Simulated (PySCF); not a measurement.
C4H10O, charge +1, doublet, geometry from GFN2-xTB (a state made from the parent by changing its charge; the spin is typed, not shown lowest); PBE0/STO-3G in PySCF.

The PySCF input:
```python
from pyscf import gto, scf, dft

mol = gto.M(
    atom='''
C    -2.35982969   -0.03023635    0.13916635
C    -0.97011987    0.00027248   -0.40685575
C     0.09692071   -0.53950406    0.56070054
C     1.45683769   -0.39082859   -0.09074227
O     1.77147372    0.95186914   -0.13961120
H    -2.76897938   -1.04563552    0.20110872
H    -3.03834302    0.48591634   -0.54588573
H    -2.40990028    0.39659707    1.13937189
H    -0.62619785    1.03693804   -0.58850743
H    -0.93117855   -0.49041316   -1.38693177
H     0.07997256    0.02408467    1.49361956
H    -0.12117966   -1.58875650    0.77466880
H     1.48827799   -0.85532211   -1.09316915
H     2.20739124   -0.94983897    0.50690880
H     2.60549408    1.13325596   -0.59790727
''',
    basis='sto-3g',
    charge=1,
    spin=1,
    verbose=4,
)

mf = dft.UKS(mol)
mf.xc = 'pbe0'
mf.kernel()
mf.analyze()
```

Task: Predict the main parts of the log of this PySCF run.

Result: 
```
PySCF version 2.14.0

[INPUT] verbose = 4
[INPUT] num. atoms = 15
[INPUT] num. electrons = 41
[INPUT] charge = 1
[INPUT] spin (= nelec alpha-beta = 2S) = 1
[INPUT] symmetry False subgroup None
[INPUT] Mole.unit = angstrom
[INPUT] Symbol           X                Y                Z      unit          X                Y                Z       unit  Magmom
[INPUT]  1 C     -2.359829690000  -0.030236350000   0.139166350000 AA   -4.459431814717  -0.057138420506   0.262986287255 Bohr   0.0
[INPUT]  2 C     -0.970119870000   0.000272480000  -0.406855750000 AA   -1.833260862299   0.000514912574  -0.768845939705 Bohr   0.0
[INPUT]  3 C      0.096920710000  -0.539504060000   0.560700540000 AA    0.183153597698  -1.019514916491   1.059570458496 Bohr   0.0
[INPUT]  4 C      1.456837690000  -0.390828590000  -0.090742270000 AA    2.753024242044  -0.738558996750  -0.171478038221 Bohr   0.0
[INPUT]  5 O      1.771473720000   0.951869140000  -0.139611200000 AA    3.347600167664   1.798771981025  -0.263826931922 Bohr   0.0
[INPUT]  6 H     -2.768979380000  -1.045635520000   0.201108720000 AA   -5.232612672768  -1.975964758917   0.380040402062 Bohr   0.0
[INPUT]  7 H     -3.038343020000   0.485916340000  -0.545885730000 AA   -5.741636180284   0.918248802051  -1.031574525008 Bohr   0.0
[INPUT]  8 H     -2.409900280000   0.396597070000   1.139371890000 AA   -4.554051516713   0.749459844105   2.153100826128 Bohr   0.0
[INPUT]  9 H     -0.626197850000   1.036938040000  -0.588507430000 AA   -1.183342436291   1.959528903743  -1.112117864972 Bohr   0.0
[INPUT] 10 H     -0.931178550000  -0.490413160000  -1.386931770000 AA   -1.759672432570  -0.926746560283  -2.620921198758 Bohr   0.0
[INPUT] 11 H      0.079972560000   0.024084670000   1.493619560000 AA    0.151126235880   0.045513430101   2.822531902693 Bohr   0.0
[INPUT] 12 H     -0.121179660000  -1.588756500000   0.774668800000 AA   -0.228996369268  -3.002314663623   1.463911869245 Bohr   0.0
[INPUT] 13 H      1.488277990000  -0.855322110000  -1.093169150000 AA    2.812437798318  -1.616324536185  -2.065790301324 Bohr   0.0
[INPUT] 14 H      2.207391240000  -0.949838970000   0.506908800000 AA    4.171364893364  -1.794935515739   0.957918802132 Bohr   0.0
[INPUT] 15 H      2.605494080000   1.133255960000  -0.597907270000 AA    4.923670230376   2.141543393431  -1.129880988186 Bohr   0.0

nuclear repulsion = 189.955754707696
number of shells = 25
number of NR pGTOs = 105
number of NR cGTOs = 35
basis = sto-3g
ecp = {}

******** <class 'pyscf.dft.uks.UKS'> ********
method = UKS
initial guess = minao
damping factor = 0
level_shift factor = 0
DIIS = <class 'pyscf.scf.diis.CDIIS'>
diis_start_cycle = 1
diis_space = 8
diis_damp = 0
SCF conv_tol = 1e-09
SCF conv_tol_grad = None
SCF max_cycles = 50
direct_scf = True
direct_scf_tol = 1e-13
number electrons alpha = 21  beta = 20
XC library pyscf.dft.libxc version 7.1.2
    S. Lehtola, C. Steigemann, M. J. T. Oliveira, and M. A. L. Marques,  SoftwareX 7, 1–5 (2018)
XC functionals = pbe0
    C. Adamo and V. Barone,  J. Chem. Phys. 110, 6158 (1999)
    M. Ernzerhof and G. E. Scuseria,  J. Chem. Phys. 110, 5029 (1999)
radial grids:
    Treutler-Ahlrichs [JCP 102, 346 (1995); DOI:10.1063/1.469408] (M4) radial grids

becke partition: Becke, JCP 88, 2547 (1988); DOI:10.1063/1.454033
pruning grids: <function nwchem_prune>
grids dens level: 3
symmetrized grids: False
atomic radii adjust function: <function treutler_atomic_radii_adjust>
small_rho_cutoff = 0
Set gradient conv threshold to 3.16228e-05
tot grids = 168640
init E= -230.879000454632

cycle= 1 E= -230.13663272506  delta_E= 0.742  |g|= 0.243  |ddm|= 3.16
cycle= 2 E= -230.129459319362  delta_E= 0.00717  |g|= 0.309  |ddm|= 0.695
cycle= 3 E= -230.175991783442  delta_E= -0.0465  |g|= 0.0982  |ddm|= 0.537
cycle= 4 E= -230.183957954623  delta_E= -0.00797  |g|= 0.0575  |ddm|= 0.335
cycle= 5 E= -230.186011082081  delta_E= -0.00205  |g|= 0.0198  |ddm|= 0.0626
cycle= 6 E= -230.186302160724  delta_E= -0.000291  |g|= 0.00421  |ddm|= 0.0311
cycle= 7 E= -230.186316296923  delta_E= -1.41e-05  |g|= 0.000922  |ddm|= 0.00812
cycle= 8 E= -230.186317227405  delta_E= -9.3e-07  |g|= 0.00015  |ddm|= 0.00251
cycle= 9 E= -230.186317349839  delta_E= -1.22e-07  |g|= 4.8e-05  |ddm|= 0.00132
cycle= 10 E= -230.186317366549  delta_E= -1.67e-08  |g|= 2.01e-05  |ddm|= 0.000509
cycle= 11 E= -230.186317369268  delta_E= -2.72e-09  |g|= 9.93e-06  |ddm|= 0.000224
cycle= 12 E= -230.186317369516  delta_E= -2.48e-10  |g|= 6.08e-06  |ddm|= 4.76e-05
Extra cycle  E= -230.186317369508  delta_E= 7.39e-12  |g|= 9.35e-06  |ddm|= 2.78e-05
converged SCF energy = -230.186317369508  <S^2> = 0.75217442  2S+1 = 2.0021732
**** SCF Summaries ****
Total Energy =                        -230.186317369508231
Nuclear Repulsion Energy =             189.955754707696258
One-electron Energy =                 -678.578653445005330
Two-electron Energy =                  258.436581367800841
Two-electron Coulomb Energy =          291.800403637391014
DFT Exchange-Correlation Energy =      -33.363822269590180
**** MO energy ****
                             alpha | beta                alpha | beta
MO #1   energy= -19.4500584028948  | -19.4375760220202  occ= 1 | 1
MO #2   energy= -10.4010543922383  | -10.4015731855291  occ= 1 | 1
MO #3   energy= -10.2812699975158  | -10.2807616479047  occ= 1 | 1
MO #4   energy= -10.2542751394531  | -10.2533070343077  occ= 1 | 1
MO #5   energy= -10.2047399144353  | -10.2044913705703  occ= 1 | 1
MO #6   energy= -1.40751616280213  | -1.36221456211765  occ= 1 | 1
MO #7   energy= -1.0245074529148   | -1.01679577779309  occ= 1 | 1
MO #8   energy= -0.937498375742991 | -0.930192528394643 occ= 1 | 1
MO #9   energy= -0.844749635336984 | -0.839112149516522 occ= 1 | 1
MO #10  energy= -0.819094579889908 | -0.804947058106654 occ= 1 | 1
MO #11  energy= -0.774912586151708 | -0.763463196825908 occ= 1 | 1
MO #12  energy= -0.730839337897646 | -0.68795917547374  occ= 1 | 1
MO #13  energy= -0.668093268475412 | -0.656010665087976 occ= 1 | 1
MO #14  energy= -0.635293808237851 | -0.628077312008888 occ= 1 | 1
MO #15  energy= -0.599897148715077 | -0.58324105820485  occ= 1 | 1
MO #16  energy= -0.593944884080733 | -0.560613598518618 occ= 1 | 1
MO #17  energy= -0.556950498086407 | -0.5415050780488   occ= 1 | 1
MO #18  energy= -0.546411544352851 | -0.510879537354258 occ= 1 | 1
MO #19  energy= -0.513148804159565 | -0.489429538883911 occ= 1 | 1
MO #20  energy= -0.491602037008945 | -0.467795541833833 occ= 1 | 1
MO #21  energy= -0.47352500983701  | -0.395223781753849 occ= 1 | 0
MO #22  energy= -0.00508013644896754 | 0.00755766308094424 occ= 0 | 0
MO #23  energy= 0.101693213506818  | 0.110203170218438  occ= 0 | 0
MO #24  energy= 0.13178380667195   | 0.147695917052714  occ= 0 | 0
MO #25  energy= 0.17682026119742   | 0.18363750008703   occ= 0 | 0
MO #26  energy= 0.199454720276114  | 0.205579425481429  occ= 0 | 0
MO #27  energy= 0.208109735080973  | 0.218540174593978  occ= 0 | 0
MO #28  energy= 0.249659249374914  | 0.254859228339203  occ= 0 | 0
MO #29  energy= 0.29383739007217   | 0.298338406758585  occ= 0 | 0

To work with the spin densities directly, `use mulliken_meta_spin()` only printing them here.

 ** Mulliken spin pop alpha/beta on meta-lowdin orthogonal AOs **
 ** Mulliken Spin Density (per AO)  **
spin_pop of  0 C 1s       -0.00000
spin_pop of  0 C 2s       -0.00078
spin_pop of  0 C 2px       0.00422
spin_pop of  0 C 2py       0.01982
spin_pop of  0 C 2pz      -0.00058
spin_pop of  1 C 1s       -0.00000
spin_pop of  1 C 2s        0.00073
spin_pop of  1 C 2px       0.01049
spin_pop of  1 C 2py       0.05343
spin_pop of  1 C 2pz       0.00251
spin_pop of  2 C 1s       -0.00000
spin_pop of  2 C 2s        0.00014
spin_pop of  2 C 2px       0.01985
spin_pop of  2 C 2py       0.00997
spin_pop of  2 C 2pz       0.00518
spin_pop of  3 C 1s       -0.00000
spin_pop of  3 C 2s       -0.00852
spin_pop of  3 C 2px       0.01017
spin_pop of  3 C 2py      -0.01886
spin_pop of  3 C 2pz       0.01255
spin_pop of  4 O 1s       -0.00000
spin_pop of  4 O 2s        0.01255
spin_pop of  4 O 2px       0.18577
spin_pop of  4 O 2py       0.02484
spin_pop of  4 O 2pz       0.45059
spin_pop of  5 H 1s        0.01609
spin_pop of  6 H 1s        0.01905
spin_pop of  7 H 1s        0.00041
spin_pop of  8 H 1s        0.02349
spin_pop of  9 H 1s        0.00173
spin_pop of  10 H 1s       -0.00156
spin_pop of  11 H 1s        0.00560
spin_pop of  12 H 1s        0.05622
spin_pop of  13 H 1s        0.10352
spin_pop of  14 H 1s       -0.01864
 ** Mulliken Spin Density (per atom)  **
spin density of  0 C =      0.02268
spin density of  1 C =      0.06716
spin density of  2 C =      0.03515
spin density of  3 C =     -0.00466
spin density of  4 O =      0.67375
spin density of  5 H =      0.01609
spin density of  6 H =      0.01905
spin density of  7 H =      0.00041
spin density of  8 H =      0.02349
spin density of  9 H =      0.00173
spin density of  10 H =     -0.00156
spin density of  11 H =      0.00560
spin density of  12 H =      0.05622
spin density of  13 H =      0.10352
spin density of  14 H =     -0.01864
 ** Mulliken pop alpha/beta on meta-lowdin orthogonal AOs **
 ** Mulliken pop       alpha | beta **
pop of  0 C 1s        0.99979 | 0.99979
pop of  0 C 2s        0.51004 | 0.51083
pop of  0 C 2px       0.49553 | 0.49131
pop of  0 C 2py       0.54328 | 0.52347
pop of  0 C 2pz       0.53243 | 0.53301
pop of  1 C 1s        0.99980 | 0.99980
pop of  1 C 2s        0.51834 | 0.51760
pop of  1 C 2px       0.50113 | 0.49065
pop of  1 C 2py       0.52775 | 0.47432
pop of  1 C 2pz       0.51104 | 0.50853
pop of  2 C 1s        0.99980 | 0.99980
pop of  2 C 2s        0.51913 | 0.51899
pop of  2 C 2px       0.47236 | 0.45251
pop of  2 C 2py       0.54356 | 0.53359
pop of  2 C 2pz       0.51914 | 0.51396
pop of  3 C 1s        0.99982 | 0.99982
pop of  3 C 2s        0.52357 | 0.53209
pop of  3 C 2px       0.53838 | 0.52821
pop of  3 C 2py       0.38014 | 0.39900
pop of  3 C 2pz       0.54597 | 0.53341
pop of  4 O 1s        0.99993 | 0.99993
pop of  4 O 2s        0.85505 | 0.84250
pop of  4 O 2px       0.77314 | 0.58737
pop of  4 O 2py       0.71805 | 0.69320
pop of  4 O 2pz       0.92594 | 0.47535
pop of  5 H 1s        0.46775 | 0.45166
pop of  6 H 1s        0.46536 | 0.44631
pop of  7 H 1s        0.46505 | 0.46464
pop of  8 H 1s        0.47683 | 0.45333
pop of  9 H 1s        0.46694 | 0.46520
pop of  10 H 1s        0.45659 | 0.45815
pop of  11 H 1s        0.45559 | 0.44999
pop of  12 H 1s        0.46460 | 0.40838
pop of  13 H 1s        0.47482 | 0.37130
pop of  14 H 1s        0.35334 | 0.37198
In total            21.00000 | 20.00000
 ** Mulliken atomic charges   ( Nelec_alpha | Nelec_beta ) **
charge of  0C =     -0.13949  (     3.08109      3.05840 )
charge of  1C =     -0.04896  (     3.05806      2.99090 )
charge of  2C =     -0.07285  (     3.05400      3.01885 )
charge of  3C =      0.01959  (     2.98787      2.99253 )
charge of  4O =      0.12954  (     4.27210      3.59836 )
charge of  5H =      0.08059  (     0.46775      0.45166 )
charge of  6H =      0.08833  (     0.46536      0.44631 )
charge of  7H =      0.07031  (     0.46505      0.46464 )
charge of  8H =      0.06984  (     0.47683      0.45333 )
charge of  9H =      0.06786  (     0.46694      0.46520 )
charge of  10H =      0.08525  (     0.45659      0.45815 )
charge of  11H =      0.09442  (     0.45559      0.44999 )
charge of  12H =      0.12701  (     0.46460      0.40838 )
charge of  13H =      0.15388  (     0.47482      0.37130 )
charge of  14H =      0.27467  (     0.35334      0.37198 )

WARN: System has nonzero charge 1; the dipole moment is origin-dependent.
Location of origin: [0. 0. 0.]

Dipole moment(X, Y, Z, Debye):  5.96932,  0.12986, -1.26791
```
